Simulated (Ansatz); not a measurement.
`C[O][Ge]([OH])([Cl])[Cl]` and `[OH][GeH]([Cl])[Cl]` differ in one atom or group.

Ansatz, PBE0-D4/def2-TZVP geometries, multiplicity 1. Each molecule was computed in one conformer, which needn't be the lowest.

Scalar relativity is left out up to krypton.

| property | `C[O][Ge]([OH])([Cl])[Cl]` |
| --- | --- |
| LUMO energy (PBE0/def2-TZVPP) / eV | -1.04 |
| size of the dipole moment (B3LYP/def2-TZVPP) / D | 2.28 |
| HOMO–LUMO gap (PBE/def2-TZVPP) / eV | 5.09 |
| size of the dipole moment (ωB97M-V/def2-TZVPP) / D | 2.25 |
| LUMO energy (B3LYP/def2-TZVPP) / eV | -1.38 |
| size of the dipole moment (PBE/def2-TZVPP) / D | 2.23 |

Task: What does the change do to each property? (An estimate is asked.)

Result: The calculation gave: 
```json
{"property": "LUMO energy (PBE0/def2-TZVPP) / eV", "`[OH][GeH]([Cl])[Cl]`": "-0.78", "shift": "0.26"}
{"property": "size of the dipole moment (B3LYP/def2-TZVPP) / D", "`[OH][GeH]([Cl])[Cl]`": "0.58", "shift": "-1.70"}
{"property": "HOMO–LUMO gap (PBE/def2-TZVPP) / eV", "`[OH][GeH]([Cl])[Cl]`": "5.90", "shift": "0.81"}
{"property": "size of the dipole moment (ωB97M-V/def2-TZVPP) / D", "`[OH][GeH]([Cl])[Cl]`": "0.58", "shift": "-1.67"}
{"property": "LUMO energy (B3LYP/def2-TZVPP) / eV", "`[OH][GeH]([Cl])[Cl]`": "-1.12", "shift": "0.26"}
{"property": "size of the dipole moment (PBE/def2-TZVPP) / D", "`[OH][GeH]([Cl])[Cl]`": "0.64", "shift": "-1.59"}
```

With PBE0 the HOMO falls by 0.42 eV and the LUMO rises by 0.26 eV, so the gap widens by about 0.68 eV. PBE moves the HOMO by -0.53 eV and ωB97M-V by -0.30 eV. Dipoles are sizes alone; their direction can turn.

B3LYP here is the variant with VWN-RPA as its local correlation; programs differ in this.
